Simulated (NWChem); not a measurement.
System: CH$_{4}$MgO; SMILES [CH3][Mg][OH]

The following NWChem deck was run.

```
start job
memory heap 200 mb stack 900 mb global 1100 mb
geometry units angstroms noautoz
  Mg     0.315562     0.172638    -0.000126
  C      0.292582    -1.920996    -0.000083
  H      1.197392    -2.340407    -0.488957
  H     -0.589254    -2.322247    -0.543192
  H      0.257020    -2.331167     1.031409
  O      0.465856     1.961352     0.001926
  H      0.110640     2.856527    -0.002298
end
basis spherical
  Mg library def2-svp
  C library def2-svp
  H library def2-svp
  O library def2-svp
end
dft
  xc kt2
  iterations 150
  mulliken
end
task dft energy
```

Excerpt of the output:

```
             Northwest Computational Chemistry Package (NWChem) 7.3.0
             --------------------------------------------------------

 C1  symmetry detected

                             Geometry "geometry" -> ""
                             -------------------------

 Output coordinates in angstroms (scale by  1.889725989 to convert to a.u.)

  No.       Tag          Charge          X              Y              Z
 ---- ---------------- ---------- -------------- -------------- --------------
    1 Mg                  12.0000    -0.02957058     0.10167782    -0.00014022
    2 C                    6.0000     0.02188047    -1.99145001     0.00012013
    3 H                    1.0000     0.93478340    -2.37864089    -0.50015576
    4 H                    1.0000    -0.85192129    -2.42401340    -0.53182337
    5 H                    1.0000     0.01394161    -2.40219862     1.03196470
    6 O                    8.0000     0.05706602     1.89460401     0.00007589
    7 H                    1.0000    -0.32976779     2.77658703     0.00036917

 Effective nuclear repulsion energy (a.u.)      80.1258184106

                                 NWChem DFT Module
                                 -----------------

 Summary of "ao basis" -> "ao basis" (spherical)
 ------------------------------------------------------------------------------
       Tag                 Description            Shells   Functions and Types
 ---------------- ------------------------------  ------  ---------------------
 Mg                         def2-svp                 8       18   4s3p1d
 C                          def2-svp                 6       14   3s2p1d
 H                          def2-svp                 3        5   2s1p
 O                          def2-svp                 6       14   3s2p1d

            General Information
            -------------------
          SCF calculation type: DFT
          Wavefunction type:  closed shell.
          No. of atoms     :     7
          No. of electrons :    30
           Alpha electrons :    15
            Beta electrons :    15
          Charge           :     0
          Spin multiplicity:     1
          Use of symmetry is: off; symmetry adaption is: off
          Maximum number of iterations: 150
          AO basis - number of functions:    66
                     number of shells:    32
          Convergence on energy requested:  1.00D-06
          Convergence on density requested:  1.00D-05
          Convergence on gradient requested:  5.00D-04

              XC Information
              --------------
                          KT2 Method XC Functional
                        Slater Exchange Functional  1.072 local
                           KT1 gradient correction  1.000 non-local
            Perdew 1991 LDA Correlation Functional  0.577 local

             Grid Information
             ----------------
          Grid used for XC integration:  medium
          Radial quadrature: Mura-Knowles
          Angular quadrature: Lebedev.
          Tag              B.-S. Rad. Rad. Pts. Rad. Cut. Ang. Pts.
          ---              ---------- --------- --------- ---------
          Mg                  1.50       88           9.0       590
          C                   0.70       49          12.0       434
          H                   0.35       45          13.0       434
          O                   0.60       49          11.0       434
          Grid pruning is: on
          Number of quadrature shells:   366
          Spatial weights used:  Erf1

      Superposition of Atomic Density Guess
      -------------------------------------

 Sum of atomic energies:        -313.84789114

      Non-variational initial energy
      ------------------------------

 Total energy =    -314.537200
 1-e energy   =    -593.194600
 2-e energy   =     198.531582
 HOMO         =      -0.352035
 LUMO         =      -0.073659

     ---------------------------------------------
      Total Density - Mulliken Population Analysis
     ---------------------------------------------

    Atom       Charge   Shell Charges
 -----------   ------   -------------------------------------------------------
    1 Mg  12    10.84   2.00  1.99  0.46  0.08  5.99  0.14  0.07  0.11
    2 C    6     6.79   1.99  0.96  0.35  2.07  1.41  0.01
    3 H    1     0.86   0.65  0.18  0.03
    4 H    1     0.86   0.65  0.18  0.03
    5 H    1     0.86   0.65  0.18  0.03
    6 O    8     9.13   1.99  1.10  0.69  3.21  2.13  0.00
    7 H    1     0.65   0.52  0.07  0.06

   convergence    iter        energy       DeltaE   RMS-Dens  Diis-err
 ---------------- ----- ----------------- --------- --------- ---------
 d= 0,ls=0.0,diis     1   -319.3124349807 -3.99D+02  3.22D-02  6.15D-01
 d= 0,ls=0.0,diis     2   -318.2338315343  1.08D+00  2.48D-02  9.22D+00
 d= 0,ls=0.0,diis     3   -319.3981043016 -1.16D+00  4.06D-03  3.59D-02
 d= 0,ls=0.0,diis     4   -319.3973865107  7.18D-04  2.18D-03  3.70D-02
 d= 0,ls=0.0,diis     5   -319.4027130002 -5.33D-03  4.55D-04  1.42D-03
  Resetting Diis
 d= 0,ls=0.0,diis     6   -319.4029109231 -1.98D-04  1.32D-04  5.64D-05
 d= 0,ls=0.0,diis     7   -319.4029191986 -8.28D-06  5.39D-05  2.03D-06
 d= 0,ls=0.0,diis     8   -319.4029181289  1.07D-06  3.01D-05  1.14D-05
 d= 0,ls=0.0,diis     9   -319.4029195136 -1.38D-06  6.31D-06  7.07D-08
 d= 0,ls=0.0,diis    10   -319.4029195236 -1.00D-08  1.62D-06  2.43D-08

         Total DFT energy =     -319.402919523632
      One electron energy =     -597.065177269800
           Coulomb energy =      233.332021802136
    Exchange-Corr. energy =      -35.795582466587
 Nuclear repulsion energy =       80.125818410619

 Numeric. integr. density =       30.000001427920

                       DFT Final Molecular Orbital Analysis
                       ------------------------------------

 Vector   13  Occ=2.000000D+00  E=-2.316049D-01
              MO Center= -3.5D-02, -3.0D-01, -1.4D-05, r^2= 4.0D+00
   Bfn.  Coefficient  Atom+Function         Bfn.  Coefficient  Atom+Function
  ----- ------------  ---------------      ----- ------------  ---------------
    23      0.350788  2 C  py                 3      0.347600  1 Mg s
    51     -0.340611  6 O  px                54     -0.238722  6 O  px
    26      0.232570  2 C  py                 2      0.194332  1 Mg s
    21      0.140514  2 C  s                  9     -0.099919  1 Mg py
    38     -0.090943  4 H  s                 39     -0.087948  4 H  s

 Vector   14  Occ=2.000000D+00  E=-2.199027D-01
              MO Center=  4.3D-02,  1.8D+00,  5.8D-04, r^2= 8.9D-01
   Bfn.  Coefficient  Atom+Function         Bfn.  Coefficient  Atom+Function
  ----- ------------  ---------------      ----- ------------  ---------------
    53      0.600254  6 O  pz                56      0.435715  6 O  pz
    13      0.117017  1 Mg pz                15      0.113572  1 Mg d -1
    10      0.078257  1 Mg pz                 7      0.057545  1 Mg pz
    27      0.038036  2 C  pz                66      0.029360  7 H  pz

 Vector   15  Occ=2.000000D+00  E=-2.195221D-01
              MO Center=  8.0D-02,  6.4D-01, -3.1D-04, r^2= 3.8D+00
   Bfn.  Coefficient  Atom+Function         Bfn.  Coefficient  Atom+Function
  ----- ------------  ---------------      ----- ------------  ---------------
    51      0.453213  6 O  px                54      0.330546  6 O  px
    23      0.273973  2 C  py                26      0.201372  2 C  py
    52      0.186559  6 O  py                21      0.149629  2 C  s
    55      0.128021  6 O  py                 3      0.112241  1 Mg s
     9     -0.108260  1 Mg py                 6     -0.101581  1 Mg py

 Vector   16  Occ=0.000000D+00  E=-5.260415D-02
              MO Center= -2.0D-01, -2.2D-02, -8.2D-04, r^2= 6.1D+00
   Bfn.  Coefficient  Atom+Function         Bfn.  Coefficient  Atom+Function
  ----- ------------  ---------------      ----- ------------  ---------------
     4      0.785397  1 Mg s                 21     -0.481364  2 C  s
     3      0.361507  1 Mg s                 50     -0.266612  6 O  s
    26     -0.208270  2 C  py                20     -0.204036  2 C  s
    23     -0.193590  2 C  py                 2      0.188587  1 Mg s
    49     -0.136127  6 O  s                 34      0.100900  3 H  s

 Vector   17  Occ=0.000000D+00  E=-4.775277D-03
              MO Center=  8.9D-02, -2.3D-02,  2.4D-02, r^2= 5.4D+00
   Bfn.  Coefficient  Atom+Function         Bfn.  Coefficient  Atom+Function
  ----- ------------  ---------------      ----- ------------  ---------------
    11      0.869561  1 Mg px                 8      0.258437  1 Mg px
    39      0.167306  4 H  s                 51     -0.163655  6 O  px
     5      0.157635  1 Mg px                34     -0.148713  3 H  s
    14     -0.134428  1 Mg d -2              54     -0.133543  6 O  px
    33     -0.100616  3 H  s                 21     -0.097110  2 C  s

 Vector   18  Occ=0.000000D+00  E=-3.362540D-03
              MO Center= -5.5D-02, -2.6D-02, -2.5D-02, r^2= 5.4D+00
   Bfn.  Coefficient  Atom+Function         Bfn.  Coefficient  Atom+Function
  ----- ------------  ---------------      ----- ------------  ---------------
    13      0.872891  1 Mg pz                10      0.254596  1 Mg pz
    53     -0.185941  6 O  pz                44     -0.182172  5 H  s
    56     -0.160671  6 O  pz                 7      0.155630  1 Mg pz
    15     -0.145122  1 Mg d -1              43     -0.114925  5 H  s
    39      0.105579  4 H  s                 34      0.080087  3 H  s

     ---------------------------------------------
      Total Density - Mulliken Population Analysis
     ---------------------------------------------

[...]
```

Level: KT2/def2-SVP. Geometry: optimised at PBE-D3(BJ)/def2-SVP.
